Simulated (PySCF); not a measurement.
**Br²⁺: ionisation energy**

Br²⁺ [Ar] 3d10 4s2 4p3 (4S) → Br³⁺ [Ar] 3d10 4s2 4p2 (3P), as a difference of total energies. All numbers are calculated (PySCF 2.14, scalar relativity through the core potential, in cc-pVDZ-PP with ECP10MDF). Correlated levels: valence: 3s2 3p6 3d10 frozen. The calculations carry no spin-orbit coupling.

```csv
method,ionisation energy (eV),difference from reference (eV)
UHF,34.613,-0.258
LDA,35.175,+0.304
r2SCAN,35.381,+0.510
MP2 (valence),34.968,+0.097
SCS-MP2 (valence),34.848,-0.023
CCSD (valence),34.918,+0.047
CCSD(T) (valence),34.920,+0.049
```

Reference: 34.871 ± 0.019 eV (measured; NIST Atomic Spectra Database, ionization energies).

The reference lies between the lowest fine-structure levels, while these numbers refer to the centres of the terms.

Errors of the correlated levels include the incompleteness of this basis and the frozen core.
